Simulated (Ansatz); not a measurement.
Reaction (substitution at a C–I bond): `FC([SiH3])I` + CH₃SH → `CSC(F)[SiH3]` + HI

Program: Ansatz. Geometries: PBE0-D4/def2-TZVP. ΔE: electronic, gas phase. CCSD(T)/CBS is the MP2 limit (def2-TZVPP, def2-QZVPP) plus CCSD(T) − MP2 in def2-TZVPP, frozen cores. This one scheme is used for every species. Elements past krypton have def2 core potentials. For I outer-core shells are correlated without core-valence functions, which leaves a few kJ/mol of doubt a bond. One conformer a species, not always the lowest.

`FC([SiH3])I`:

```xyz
8

F    -0.497    1.021   -1.574
C     0.299    0.717   -0.505
Si   -0.242   -0.896    0.340
I     0.203    2.314    0.946
H     1.339    0.728   -0.835
H     0.724   -1.178    1.427
H    -0.213   -1.989   -0.669
H    -1.613   -0.718    0.869
```

CH₃SH:

Cartesian coordinates in Å:
```
C -0.296 0.362 0.151
S 0.137 -1.112 -0.799
H -0.246 0.176 1.223
H -1.326 0.601 -0.112
H 0.336 1.209 -0.115
H 1.395 -1.236 -0.348
```

`CSC(F)[SiH3]`:

Cartesian coordinates in Å:
```
C 0.395 1.875 1.277
S -0.635 1.052 0.051
C 0.321 -0.405 -0.283
F 1.441 -0.137 -1.075
Si -0.791 -1.692 -1.144
H -0.107 2.807 1.540
H 1.375 2.107 0.860
H 0.500 1.264 2.174
H 0.700 -0.808 0.663
H -1.697 -2.284 -0.128
H -1.579 -1.031 -2.213
H 0.077 -2.747 -1.724
```

HI:

Z-matrix (Å, degrees):
```
I
H 1 1.610
```

```
       species  CCSD(T)/CBS(def2) energy (Eh)
 `FC([SiH3])I`                     -726.74482
         CH₃SH                     -438.22835
`CSC(F)[SiH3]`                     -866.94191
            HI                     -298.03592
```

Work out ΔE.

ΔE = (-866.94191) + (-298.03592) − (-726.74482) − (-438.22835) = -0.00466 Eh = -2.9 kcal/mol.

Largest T1 diagnostic among the species: 0.012.
